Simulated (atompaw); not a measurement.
## What one change does to a pseudopotential (Nb (Z = 41), PAW (atompaw))

```
Element                 : Nb (Z = 41)
Generator               : atompaw 4.2.0.5
Type                    : PAW
Functional              : PBEsol
Relativity              : scalar-relativistic
Frozen core             : [Kr]
Valence charge          : 5
Reference configuration : 4d2 5s0 5p0 (charge +3)
Partial waves           : 5s (bound, empty): rc 2.65 bohr; 5s channel at -1.5 Ry: rc 2.75 bohr; 5p (bound, empty): rc 2.75 bohr; 5p channel at 0.4 Ry: rc 2.75 bohr; 4d (bound): rc 2.50 bohr; 4d channel at 1.4 Ry: rc 2.75 bohr
Local potential         : troulliermartins scheme with l = 3 at 0 Ry, radius 1.85 bohr
Core correction         : smooth core density matched at 2.35 bohr
Augmentation charge     : besselshape compensation charge, radius 2.30 bohr; PAW radius 2.75 bohr; waves and projectors: custom rrkj gramschmidtortho
```

All-electron outer shells of the reference configuration (PBEsol, scalar-relativistic, ld1.x):

```tsv
shell	level (eV)	outermost node (bohr)	outermost maximum (bohr)
4p	-64.59	0.54	1.12
4d	-30.56	0.55	1.40
5s	-25.38	1.36	2.55
5p	-19.67	1.53	2.96
```

Change: augmentation besselshape compensation charge, radius 2.30 bohr; PAW radius 2.75 bohr; waves and projectors: custom polynom2 7 10 vanderbiltortho.

Cutoffs: the cutoffs (Ry, on a coarse ladder) from which the occupation-weighted sum of valence levels, in a spherical-Bessel basis at the reference potential, stays within 10 and 1 mRy of its value at 400 Ry; they do not see the model core or the augmentation charge, which bear on the density cutoff.

**Question.** What does the change do?

**Answer.** The potential gets harder (15 Ry and 18 Ry → 21 Ry and 50 Ry); both files keep a bound ghost (p, s); the range in which the d phases agree widens (upper end 0.0 → at the end of the scan).

```tsv
quantity	base	changed
cutoff, loose	15 Ry	21 Ry
cutoff, tight	18 Ry	50 Ry
bound ghosts	s, p	s, p
s: phases at 2.75 bohr within 0.05 rad from the reference energy up to (Ry; the scan ends near 5)	1.6	0.8
p: phases at 2.75 bohr within 0.05 rad from the reference energy up to (Ry; the scan ends near 5)	2.9	2.6
d: phases at 2.75 bohr within 0.05 rad from the reference energy up to (Ry; the scan ends near 5)	0.0	to the end of the scan
lowest overlap eigenvalue by channel	s 0.01, p 0.51, d 0.66	s 0.16, p 1.00, d 0.85
```

 A true bound ghost makes a file unfit for plane-wave use even where its test errors are small: the radial tests pick states by their node count and pass the ghost by. The cutoffs see the waves, projectors and local potential, not the compensation charge or the core.
